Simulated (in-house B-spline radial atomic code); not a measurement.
## How G0W0 and RPA depend on the start: neutral molybdenum

Configuration [Kr] 4d5 5s1, highest spin. Computed with a B-spline radial code for spherical atoms: all electrons, non-relativistic, point nucleus, each spin shell either full or empty, empty states to l = 9 with an (l + 1/2)⁻⁴ tail; G0W0 by contour deformation at full frequency.

Without relativity these are model numbers: it shifts the levels of so heavy an element strongly and can reorder them.

```json
{"start": "Hartree-Fock", "mean-field 5s up (eV)": "-6.069", "G0W0 (eV)": "-6.973", "QP weight": "0.954", "RPA correlation (Eh)": "-2.7896"}
{"start": "LDA VWN5", "mean-field 5s up (eV)": "-4.506", "G0W0 (eV)": "-7.328", "QP weight": "0.831", "RPA correlation (Eh)": "-3.0807"}
{"start": "PBE", "mean-field 5s up (eV)": "-4.286", "G0W0 (eV)": "-7.185", "QP weight": "0.788", "RPA correlation (Eh)": "-3.0745"}
{"start": "PBE0", "mean-field 5s up (eV)": "-4.810", "G0W0 (eV)": "-7.190", "QP weight": "0.889", "RPA correlation (Eh)": "-2.9923"}
{"start": "r2SCAN", "mean-field 5s up (eV)": "-4.530", "G0W0 (eV)": "-7.263", "QP weight": "0.869", "RPA correlation (Eh)": "-3.0241"}
{"start": "HSE06", "mean-field 5s up (eV)": "-4.460", "G0W0 (eV)": "?", "QP weight": "?", "RPA correlation (Eh)": "?"}
{"start": "B3LYP (VWN-RPA)", "mean-field 5s up (eV)": "-4.668", "G0W0 (eV)": "-7.233", "QP weight": "0.874", "RPA correlation (Eh)": "-3.0106"}
{"start": "SCAN", "mean-field 5s up (eV)": "-4.721", "G0W0 (eV)": "-7.348", "QP weight": "0.877", "RPA correlation (Eh)": "-3.0253"}
{"start": "TPSS", "mean-field 5s up (eV)": "-4.197", "G0W0 (eV)": "-7.154", "QP weight": "0.778", "RPA correlation (Eh)": "-3.0597"}
{"start": "BHandHLYP", "mean-field 5s up (eV)": "-5.115", "G0W0 (eV)": "-7.113", "QP weight": "0.922", "RPA correlation (Eh)": "-2.9204"}
{"start": "CAM-B3LYP", "mean-field 5s up (eV)": "-5.637", "G0W0 (eV)": "-7.225", "QP weight": "0.932", "RPA correlation (Eh)": "-2.9668"}
{"start": "LC-wPBE", "mean-field 5s up (eV)": "-6.515", "G0W0 (eV)": "-7.153", "QP weight": "0.951", "RPA correlation (Eh)": "-2.9552"}
{"start": "wB97X", "mean-field 5s up (eV)": "-6.073", "G0W0 (eV)": "-7.087", "QP weight": "0.948", "RPA correlation (Eh)": "-2.943"}
{"start": "PBEsol", "mean-field 5s up (eV)": "-4.333", "G0W0 (eV)": "?", "QP weight": "?", "RPA correlation (Eh)": "?"}
{"start": "BLYP", "mean-field 5s up (eV)": "-4.082", "G0W0 (eV)": "-7.159", "QP weight": "0.744", "RPA correlation (Eh)": "-3.0773"}
{"start": "r2SCAN0", "mean-field 5s up (eV)": "-5.048", "G0W0 (eV)": "-7.217", "QP weight": "0.911", "RPA correlation (Eh)": "-2.96"}
{"start": "LDA exchange-only", "mean-field 5s up (eV)": "-4.069", "G0W0 (eV)": "-7.336", "QP weight": "0.736", "RPA correlation (Eh)": "-3.0806"}
```

Problem. What G0W0 level, weight and RPA correlation energy follow from the HSE06 start?

Solution. G0W0 level -7.151 eV, weight 0.845, RPA correlation -3.0027 hartree.

Problem. What G0W0 level, weight and RPA correlation energy follow from the PBEsol start?

Solution. G0W0 level -7.242 eV, weight 0.804, RPA correlation -3.0769 hartree.

Problem. How much of the dependence on the start does G0W0 remove?

Solution. The mean-field levels span 2.45 eV and the G0W0 levels 0.374 eV. Against 7.092 eV (NIST, measured) the G0W0 removal energies are off by -0.12 to +0.26 eV, with relativity, Breit and QED terms left out.
